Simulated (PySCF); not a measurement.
PySCF 2.14 output of an unrestricted PBE calculation on a single atom or ion in x2c-QZVPPall, with scalar relativity by spin-free X2C-1e:

```
SCF conv_tol = 1e-09
number electrons alpha = 12  beta = 9
    J. P. Perdew, K. Burke, and M. Ernzerhof.,  Phys. Rev. Lett. 77, 3865 (1996)
    J. P. Perdew, K. Burke, and M. Ernzerhof.,  Phys. Rev. Lett. 78, 1396 (1997)
    J. P. Perdew, K. Burke, and M. Ernzerhof.,  Phys. Rev. Lett. 77, 3865 (1996)
    J. P. Perdew, K. Burke, and M. Ernzerhof.,  Phys. Rev. Lett. 78, 1396 (1997)
cycle= 1 E= -948.166052740811  delta_E= -0.0115  |g|= 0.0161  |ddm|= 0.127
cycle= 2 E= -948.166066816126  delta_E= -1.41e-05  |g|= 0.016  |ddm|= 0.0203
cycle= 3 E= -948.166132207259  delta_E= -6.54e-05  |g|= 0.00101  |ddm|= 0.0107
cycle= 4 E= -948.166132242231  delta_E= -3.5e-08  |g|= 4.23e-05  |ddm|= 0.000211
cycle= 5 E= -948.166132242437  delta_E= -2.06e-10  |g|= 5.79e-06  |ddm|= 1.97e-05
converged SCF energy = -948.166132242437  <S^2> = 3.7504077  2S+1 = 4.0002038
```

The run itself started from symmetry-adapted Hartree-Fock orbitals and held the occupation by maximum overlap, on a logarithmic radial grid, so the iterations belong to that start.

**Question.** Which element, charge and spin multiplicity is this?

**Answer.** V²⁺ (vanadium, charge +2), multiplicity 4; the state was [Ar] 3d3, high-spin 4F determinant.
